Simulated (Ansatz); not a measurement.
CH₄AlClFSb (`[F][Al]([SbH2])[CH2]Cl`), relaxed with RKS PBE0-D4/def2-TZVP in the Gaussian-basis code of Ansatz from a PBE-D4/def2-SVP geometry. The force threshold is 0.005 eV/Å; the program also tests the step.

The species carries charge 0 and has multiplicity 1. Sb: def2 effective core potential.

Start:

```xyz
9

F    -1.647    1.531    0.977
Al   -0.480    0.387    0.555
Sb   -1.034   -2.177    0.902
C     1.251    1.108   -0.050
Cl    0.446    0.952   -1.744
H     0.102   -2.505   -0.369
H    -2.301   -1.969   -0.265
H     1.492    2.180    0.080
H     2.170    0.494   -0.087
```

Problem. By how much does the energy fall, and how many steps does the optimiser take? (An estimate is asked.)

Solution. Computed: 5.01 kJ/mol, in 9 steps.

Problem. Which bonds change most? (Estimate.)

Solution. The calculation gave: Al2–Cl5 from 2.542 to 2.491 Å; F1–Al2 from 1.688 to 1.654 Å; C4–Cl5 from 1.882 to 1.850 Å; Sb3–H7 from 1.735 to 1.709 Å.

Problem. Give the relaxed structure. (An estimate is asked.)

Solution. Ansatz gave: 
```xyz
9

F    -1.610    1.528    0.978
Al   -0.480    0.402    0.539
Sb   -1.043   -2.145    0.884
C     1.240    1.102   -0.054
Cl    0.420    0.985   -1.709
H     0.117   -2.520   -0.316
H    -2.269   -1.983   -0.295
H     1.496    2.150    0.085
H     2.130    0.481   -0.113
```
